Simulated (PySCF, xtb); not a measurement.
F2Zr, SMILES [F][Zr][F], multiplicity 1.

GFN2-xTB (xtb) at its own geometry gives an orbital gap of 1.55 eV and a dipole moment of 0.00 D.

Geometry: r2SCAN-D4/def2-TZVP. A frequency run showed that this geometry is not a minimum. The spin state was assumed, not searched. The def2 effective core potentials stand for the cores of Zr; spin–orbit coupling is left out.

### Question
What does r2SCAN/def2-TZVPD run with PySCF give? (Estimate from the structure and the level; the computed values follow.)

### Answer
gap 0.06 eV (levels -5.07 and -5.01 eV), dipole 0.00 D.
